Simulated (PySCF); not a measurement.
C₃H₂, SMILES [C][C][CH2] (connectivity only; charge and spin as stated), neutral, multiplicity 1. Atoms are numbered in the order given.

```xyz
5

C      0.0000     0.0000    -1.1190
C      0.0000     0.0000     0.2000
H      0.0000     0.9276    -1.6881
H      0.0000    -0.9276    -1.6881
C      0.0000     0.0000     1.4817
```

Coordinates come from a PBE0-D3(BJ)/def2-TZVP optimisation.

The numbers are results of TDA-PBE/def2-TZVPD run with PySCF, not measurements.

Vertical excitations. Isolated molecule, no solvent. State labels are in the subgroup C2v.

Question: Estimate the UV-visible absorptions. (Estimate from the structure and the level; the computed values follow.)

Answer: 
```
state  symmetry  energy (eV)  λ (nm)      f                            main pairs
-----  --------  -----------  ------  -----  ------------------------------------
S1           A2         1.86     666  0.000                     HOMO−1→LUMO 100 %
S2           B1         2.19     565  0.008                        HOMO→LUMO 98 %
S3           A1         5.89     211  0.075  HOMO−2→LUMO 65 %, HOMO−1→LUMO+1 27 %
S4           A1         6.20     200  0.017                      HOMO→LUMO+2 97 %
S5           B2         6.29     197  0.000                   HOMO−1→LUMO+2 100 %
S6           B2         6.95     178  0.035                      HOMO→LUMO+1 92 %
S7           A2         7.38     168  0.000                      HOMO−3→LUMO 96 %
S8           A1         7.63     162  0.091                      HOMO→LUMO+4 91 %
S9           A2         7.67     162  0.000                    HOMO−1→LUMO+3 95 %
S10          B2         7.69     161  0.069                   HOMO−1→LUMO+4 100 %
T1           B1         0.97    1277      0                        HOMO→LUMO 99 %
T2           A2         1.33     930      0                     HOMO−1→LUMO 100 %
T3           A1         2.94     422      0                     HOMO−2→LUMO 100 %
T4           A1         5.22     237      0                    HOMO−1→LUMO+1 98 %
```
Triplets are in the Tamm–Dancoff approximation.
